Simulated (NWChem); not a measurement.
CH₄MgSe; SMILES [CH3][Mg][SeH]

```xyz
7

Mg     0.0093    -1.1716     0.0001
C      0.0186    -3.2585     0.0002
H     -0.8517    -3.6704    -0.5384
H     -0.0080    -3.6683     1.0241
H      0.9221    -3.6609    -0.4887
Se     0.0340     1.2743     0.0000
H     -1.4403     1.2840    -0.0001
```
Atoms are numbered in this order, from 1.

Geometry: optimised at PBE0/def2-SVP.

Task: List the 6 lowest vertical singlet excitations from PBE0/def2-SVP, TDA (NWChem).

Result: 
| state | energy (eV) | oscillator strength | leading excitation (squared amplitude) |
|---|---|---|---|
| S1 | 4.45 | 0.057 | HOMO → LUMO (0.99) |
| S2 | 4.93 | 0.000 | HOMO → LUMO+1 (0.99) |
| S3 | 5.35 | 0.079 | HOMO−1 → LUMO (0.52) |
| S4 | 5.47 | 0.011 | HOMO−1 → LUMO+1 (0.97) |
| S5 | 5.82 | 0.008 | HOMO−1 → LUMO+2 (0.92) |
| S6 | 5.88 | 0.387 | HOMO → LUMO+2 (0.42) |
